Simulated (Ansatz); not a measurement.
`[BH2][GeH2][F]` + `N[AsH2]` → `B[AsH]N` + `[F][GeH3]` at 400 K and 1 bar (cleavage of the B–Ge bond).

Computed with Ansatz on PBE0-D4/def2-TZVP structures; ΔE is electronic, products minus reactants. CCSD(T)/CBS is the MP2 limit (def2-TZVPP, def2-QZVPP) plus CCSD(T) − MP2 in def2-TZVPP, frozen cores. For As, Ge outer-core shells are correlated without core-valence functions, which leaves a few kJ/mol of doubt a bond. Scalar relativity is left out up to krypton. One conformer a species, not always the lowest.

| species | CCSD(T)/CBS energy (Eh) | H − E (kJ/mol) | S (J/(mol·K)) |
| --- | --- | --- | --- |
| `[BH2][GeH2][F]` | -2203.09407 | 123.8 | 328.3 |
| `N[AsH2]` | -2292.09958 | 128.5 | 285.0 |
| `B[AsH]N` | -2317.47891 | 169.3 | 330.7 |
| `[F][GeH3]` | -2177.72589 | 83.9 | 268.6 |

H − E and S are ideal-gas, rigid-rotor, harmonic terms from PBE0-D4/def2-TZVP, for one conformer and one mirror image of each species. 1 Eh = 2625.50 kJ/mol, R = 8.31446 J/(mol·K).

Problem. By hand: ΔE, ΔH, ΔS and ΔG.

Solution. ΔE = (-2317.47891) + (-2177.72589) − (-2203.09407) − (-2292.09958) = -0.01115 Eh = -29.3 kJ/mol. Δ(H − E) = 169.3 + 83.9 − 123.8 − 128.5 = 0.9, so ΔH = -28.4 kJ/mol. ΔS = 330.7 + 268.6 − 328.3 − 285.0 = -14.0 J/(mol·K). ΔG = -28.4 − 400 × (-14.0)/1000 = -22.8 kJ/mol.

Problem. By hand: the equilibrium constant, and the temperature at which ΔG would vanish if ΔH and ΔS stayed fixed.

Solution. log₁₀ K = −ΔG/(RT ln 10) = 3.0. ΔG = 0 at ΔH/ΔS = 2029 K, though so small a ΔS makes that figure unsure.

The number of gas molecules stays the same, so ΔS is small and ΔH decides. A doubt of 5 kJ/mol in ΔE shifts log₁₀ K by 0.7 here. Other conformers and mirror images would add mixing entropy, several J/(mol·K) or more a flexible species. These are equilibria of isolated gas molecules and say nothing of rates. Largest T1 diagnostic: 0.014 (customary marks: 0.02 for closed shells, 0.045 for open ones).
